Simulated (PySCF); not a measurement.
Two-component Hartree-Fock for Pb²⁺ (lead, charge +2)

Start: [Xe] 4f14 5d9 6s2 7s1; 5d3/2 filled at m_j = -3/2, -1/2, +1/2, +3/2; 5d5/2 filled at m_j = -3/2, -1/2, +1/2, +3/2, +5/2; 7s1/2 filled at m_j = +1/2. Calculated with PySCF 2.14 in x2c-SVPall-2c with one added diffuse shell each of s, p type (8s12p7d2f, 93 functions): generalised Hartree-Fock with the X2C-1e Hamiltonian and a Gaussian nucleus; one run each with spin-orbit coupling (SO) switched off, then screened by Boettger's factors. This is a chosen level, not necessarily the ground level.

| spinor shell | electrons | ε, spin-free (eV) | ε, screened SO (eV) | weight of nominal j (screened SO) | rms radius, screened SO (bohr) |
| --- | --- | --- | --- | --- | --- |
| 1s1/2 | 2 | -88533.1 | -88494.1 | 1.000 | 0.0181 |
| 2s1/2 | 2 | -16019.3 | -16006.8 | 1.000 | 0.0730 |
| 2p1/2 | 2 | -13765.7 | -15350.3 | 1.000 | 0.0617 |
| 2p3/2 | 4 | -13765.7 | -13155.0 | 1.000 | 0.0700 |
| 3s1/2 | 2 | -3941.6 | -3937.3 | 1.000 | 0.186 |
| 3p1/2 | 2 | -3285.5 | -3641.8 | 1.000 | 0.178 |
| 3p3/2 | 4 | -3285.5 | -3144.9 | 1.000 | 0.195 |
| 3d3/2 | 4 | -2602.8 | -2663.3 | 1.000 | 0.171 |
| 3d5/2 | 6 | -2602.8 | -2558.6 | 1.000 | 0.175 |
| 4s1/2 | 2 | -954.76 | -953.38 | 1.000 | 0.408 |
| 4p1/2 | 2 | -735.97 | -824.05 | 1.000 | 0.412 |
| 4d3/2 | 4 | -476.35 | -489.40 | 1.000 | 0.459 |
| 4d5/2 | 6 | -476.35 | -466.33 | 1.000 | 0.464 |
| 5s1/2 | 2 | -195.25 | -194.99 | 1.000 | 0.912 |
| 4f5/2 | 6 | -188.45 | -190.61 | 0.999 | 0.494 |
| 4f7/2 | 8 | -188.45 | -185.62 | 0.999 | 0.496 |
| 5p1/2 | 2 | -131.33 | -148.70 | 0.999 | 0.976 |
| 5p3/2 | 4 | -131.33 | -124.40 | 0.999 | 1.06 |
| 5d3/2 | 4 | -55.733 | -57.326 | 0.972 | 1.34 |
| 5d5/2 | 5 | -55.733 | -54.443 | 0.977 | 1.35 |
| 6s1/2 | 2 | -36.109 | -36.111 | 1.000 | 2.24 |
| 7s1/2 | 1 | -13.085 | -13.082 | 1.000 | 5.18 |

Q: Where does 4p3/2 lie, and what is the 4p spin-orbit splitting (screened SO)?

A: At -700.82 eV, 123.22 eV above 4p1/2.

```
   quantity     spin-free   screened SO
E (hartree)  -20862.58173  -20900.30499
        M_J             3             3
       ⟨J²⟩        12.004        12.004
       ⟨L²⟩         6.003         6.187
       ⟨S²⟩         2.000         2.186
```

Each row is a mean over spinors that exchange with the open shell spreads, by up to 5.635 eV (5p3/2).

Breit and QED terms are absent; they matter most for the inner s and p1/2 levels.

Densities and radii are taken from the X2C orbitals without a picture-change correction, which distorts them close to the nucleus.

Without spin-orbit coupling the j labels of p, d and f shells carry no meaning; the spin-free column gives the mean over the occupied spinors of each nl shell.
